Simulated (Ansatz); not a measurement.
Te4Pb4, relaxed as a singlet with RKS PBE-D4/def2-SVP in Ansatz, starting from the GFN1-xTB geometry. Force threshold 0.03 eV/Å.

In the def2 sets Pb, Te take a core potential; there is no spin–orbit coupling. The structure comes from a short search, and lower isomers may exist.

Start:

```xyz
8

Pb    2.425    0.254   -0.851
Pb   -1.212    2.277   -0.150
Pb   -1.246   -1.732   -1.454
Pb    0.033   -0.798    2.455
Te   -0.028    0.783   -2.401
Te   -2.372   -0.251    0.835
Te    1.183   -2.230    0.146
Te    1.217    1.697    1.420
```

(1) Estimate the energy that the relaxation releases and the steps that it takes.

(2) Does the start keep its bonding and symmetry?

(3) Predict the relaxed structure.

Results:

(1) 56.4 kJ/mol, in 3 steps; 13 s on 4 threads of Arm Neoverse V2 on a shared host. No frequencies were taken in this run, so the end may be a saddle point.

(2) By distances, no bond broke or formed. The bond that changes most is Pb1–Te8, from 2.95 to 3.06 Å (atoms count from 1). Point group Td at the start, Td at the end, both within 0.05 Å.

(3) 
```tsv
atom	x (Å)	y (Å)	z (Å)
Pb1	2.357	0.248	-0.828
Pb2	-1.177	2.212	-0.145
Pb3	-1.210	-1.684	-1.413
Pb4	0.031	-0.776	2.386
Te5	-0.032	0.859	-2.637
Te6	-2.604	-0.276	0.916
Te7	1.298	-2.446	0.160
Te8	1.337	1.863	1.561
```
Bond lengths (bridged metal pairs left out): 12 × Pb–Te 3.06 Å.
